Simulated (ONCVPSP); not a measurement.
## Configuration tests for Zn (Z = 30) (ONCV)

Zn, optimised norm-conserving Vanderbilt (ONCV), made with ONCVPSP 4.0.1 (PBE, scalar-relativistic). Core [Ar], reference 3d10 4s2. Waves: 4s: rc 2.15 bohr, ncon 3, nbas 7, qcut 2.5 1/bohr, 2 projectors, debl 1.1 Ha; p scattering state at 0.08 Ha: rc 1.80 bohr, ncon 5, nbas 9, qcut 3.7 1/bohr, 2 projectors, debl 0.7 Ha; 3d: rc 1.35 bohr, ncon 4, nbas 9, qcut 9.5 1/bohr, 2 projectors, debl 1.1 Ha. Local part: polynomial inside 1.25 bohr (lpopt 2, dvloc0 6 Ha). Core correction: polynomial model core, fcfact 0.4.

Energies are relative to the spin-unpolarised reference configuration 3d10 4s2; without spin polarisation the order of configurations can differ from experiment.

```json
{"valence configuration": "3d9 4s0", "charge": "+3", "ΔE all-electron (eV)": "68.865", "error AE − PS (meV)": "-310"}
{"valence configuration": "3d10 4s1.5", "charge": "+0.5", "ΔE all-electron (eV)": "3.941", "error AE − PS (meV)": "0.0"}
```

(1) What are ΔE and the potential's error for 3d10 4s0?

(2) What are ΔE and the potential's error for 3d10 4s1?

Note: ghosts flagged at negative energy: p at -57.9 eV; no localised positive-energy state flagged. A true bound ghost makes a file unfit for plane-wave use.

Results:

(1) ΔE = 28.331 eV all-electron; the error (AE − PS) is -37 meV.

(2) ΔE = 9.889 eV all-electron; the error (AE − PS) is -2.7 meV.
